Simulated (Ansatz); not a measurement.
Energy needed to pull apart C₂H₃NSi (SMILES N#CC=[SiH2]), closed shell, into free ground-state atoms, from the structure below (displaced at random from a GFN2-xTB minimum); no zero-point or spin–orbit terms; open-shell atoms are treated unrestricted, in their ground-state multiplicity.

```tsv
atom	x (Å)	y (Å)	z (Å)
N1	1.1119	-2.3749	0.8621
C2	0.8922	-1.2652	0.8214
C3	0.5048	0.0709	0.5077
Si4	-0.6895	0.6407	-0.8213
H5	0.8413	0.8274	1.0935
H6	-1.0068	2.1877	-0.9748
H7	-1.6836	-0.2067	-1.5572
```

Computed with Ansatz 0.2.0 (basis: def2-TZVPP); correlated methods freeze the cores.

```csv
method,atomization energy (eV)
PBE-D4,29.14
revPBE-D4,?
r2SCAN-D4,28.04
PBE0-D4,28.11
r2SCAN0-D4,?
wB97M-V,28.01
HF,18.75
MP2,27.80
CCSD,26.37
CCSD(T),27.09
```

(1) What does r2SCAN0-D4 give? (To be estimated.)

(2) What does revPBE-D4 give? (An estimate is asked for; the value comes from the calculation.)

T1 diagnostic: at most 0.020. The restricted Hartree–Fock reference is unstable towards an unrestricted one here.

Results:

(1) Computed: 27.23 eV, which is about 0.13 eV more than CCSD(T)/def2-TZVPP.

(2) Computed: 28.37 eV, which is about 1.27 eV more than CCSD(T)/def2-TZVPP.

In triple zeta the MP2 and coupled-cluster atomization energies are still short of their basis limit by a few kcal/mol a bond, whereas those of the functionals are nearly converged, so these differences are not deviations from converged CCSD(T).

For scale, one of the runs: CCSD(T)/def2-TZVPP forces, 177 basis functions (an equivalent command: `ansatz run in.yaml --threads 4`). Time: 73 s of wall clock on 4 CPU threads; the host was shared. Peak host memory: 3.1 GiB.
